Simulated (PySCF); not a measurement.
## Mayer bond orders and bond lengths

Species: C6H6OS.
Numbering: `[cH:1]1[cH:2][s:3][c:4]([C@@H:5]2[CH2:6][O:7]2)[cH:8]1` (hydrogens: H9 on C1; H10 on C2; H11 on C5; H12, H13 on C6; H14 on C8)

Geometry (GFN2-xTB, Å), atoms numbered from 1 in this order:
```
atom  x, y, z in Å
C1     2.1615    0.4491    0.1503
C2     2.3796   -0.5321    1.0605
S3     0.9118   -1.1629    1.6993
C4    -0.0159   -0.0816    0.7140
C5    -1.4870   -0.1184    0.7663
C6    -2.2862   -0.2225   -0.4666
O7    -2.1939    0.9711    0.2502
C8     0.7877    0.7084   -0.0511
H9     2.9493    0.9724   -0.3614
H10    3.3131   -0.9317    1.4031
H11   -1.9013   -0.5548    1.6730
H12   -3.2491   -0.7194   -0.4386
H13   -1.7759   -0.2380   -1.4229
H14    0.4057    1.4599   -0.7183
```

Bond orders from the PBE0/pcSseg-1 density (PySCF). One conformer (not necessarily the lowest) at the GFN2-xTB geometry, without solvent, vibrations or thermal averaging.

(1) Where do the orders between heavy atoms depart from those drawn in the SMILES?

(2) Give the Mayer order of every bond, beside its length.

Results:

(1) The largest departure is 0.349, at S3–C4 (drawn aromatic, 1.151), counting aromatic bonds as 1.5. The bonds drawn aromatic range from 1.15 to 1.58.

(2) 
```json
{"bond": "C1–C2", "drawn as": "aromatic", "length (Å)": "1.356", "Mayer order": "1.584"}
{"bond": "C2–S3", "drawn as": "aromatic", "length (Å)": "1.721", "Mayer order": "1.156"}
{"bond": "S3–C4", "drawn as": "aromatic", "length (Å)": "1.732", "Mayer order": "1.151"}
{"bond": "C4–C5", "drawn as": "single", "length (Å)": "1.472", "Mayer order": "1.007"}
{"bond": "C5–C6", "drawn as": "single", "length (Å)": "1.473", "Mayer order": "1.010"}
{"bond": "C6–O7", "drawn as": "single", "length (Å)": "1.395", "Mayer order": "0.931"}
{"bond": "C4–C8", "drawn as": "aromatic", "length (Å)": "1.362", "Mayer order": "1.557"}
{"bond": "C8–C1", "drawn as": "aromatic", "length (Å)": "1.412", "Mayer order": "1.267"}
{"bond": "O7–C5", "drawn as": "single", "length (Å)": "1.398", "Mayer order": "0.939"}
{"bond": "C1–H9", "drawn as": "single", "length (Å)": "1.075", "Mayer order": "0.972"}
{"bond": "C2–H10", "drawn as": "single", "length (Å)": "1.072", "Mayer order": "0.958"}
{"bond": "C5–H11", "drawn as": "single", "length (Å)": "1.088", "Mayer order": "0.946"}
{"bond": "C6–H12", "drawn as": "single", "length (Å)": "1.084", "Mayer order": "0.947"}
{"bond": "C6–H13", "drawn as": "single", "length (Å)": "1.084", "Mayer order": "0.939"}
{"bond": "C8–H14", "drawn as": "single", "length (Å)": "1.075", "Mayer order": "0.979"}
```

By pair of heavy elements: C–C: lowest C4–C5 and C5–C6 (1.007, 1.472 Å), highest C1–C2 (1.584, 1.356 Å). C–S: all 2 within 0.02 of one another (1.151 to 1.156). C–O: all 2 within 0.02 of one another (0.931 to 0.939). Bonds named together lie within 0.004.

Sum the orders of all bonds at each heavy atom with more than one neighbour and set the sums beside the valence in the SMILES.

C1 3.823 (drawn 4), C2 3.698 (drawn 4), S3 2.307 (drawn 2), C4 3.715 (drawn 4), C5 3.902 (drawn 4), C6 3.827 (drawn 4), O7 1.870 (drawn 2), C8 3.803 (drawn 4). Orders between atoms that aren't bonded are not in these sums.

The Mayer order sums products of elements of PS (density times overlap matrix) between the two atoms' basis functions, so it depends on the basis set.
